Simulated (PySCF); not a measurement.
What settings do to a single point of Ce(S2)2

The sound run of Ce(S2)2 (singlet) uses PySCF 2.14.0, RKS r2SCAN, Ce lcecp-2-SVP with ECP46, S def2-SVP; non-relativistic Hamiltonian with scalar-relativistic core potentials where named; density fitting; no spin-orbit coupling, grid (50, 194), threshold 1e-8 Eh and 55 cycles, at the relaxed geometry:

```xyz
5

Ce    0.0000    0.0000    0.0000
S     0.7548    0.7548    2.3581
S    -0.7548   -0.7548    2.3581
S     0.7548   -0.7548   -2.3581
S    -0.7548    0.7548   -2.3581
```

There Ce1 has a Mulliken charge of 1.15 e and the dipole about the centre of mass is 0.00 D. Each run below changes one thing and starts from free metal ions and neutral atoms unless it says otherwise; with 55 cycles, smearing, a level shift and second-order steps follow where DIIS fails, and their cycles count. Energy shifts count from the sound run. On f atoms grids over 110 angular points are at least (60, 302).

```tsv
change	outcome	cycles	energy shift (eV)	largest force component (eV/Å)	charge on Ce1 (e)	dipole about the centre of mass (D)
S2 put 1.1 Å from Ce1, limit 56 cycles	converged	14	136.69	474.00	-0.57	3.60
start from a density of up to 30 smeared cycles (not counted)	converged	9	0.0000	0.01	1.14	0.00
grid (10, 14)	converged	122	2.32	3.61	0.69	0.00
```

(1) How does the run with this change end: threshold 1e-05?

Unsound on purpose, so not properties of the compound: S2 put 1.1 Å from Ce1, limit 56 cycles; grid (10, 14).

Forces carry noise of the integration grid, about 0.01 to 0.03 eV/Å.

No frequency check is given that shows the relaxed geometry to be a minimum.

Answers

(1) outcome converged, cycles 8, energy shift (eV) 0.0000, largest force component (eV/Å) 0.01, charge on Ce1 (e) 1.15, dipole about the centre of mass (D) 0.00.
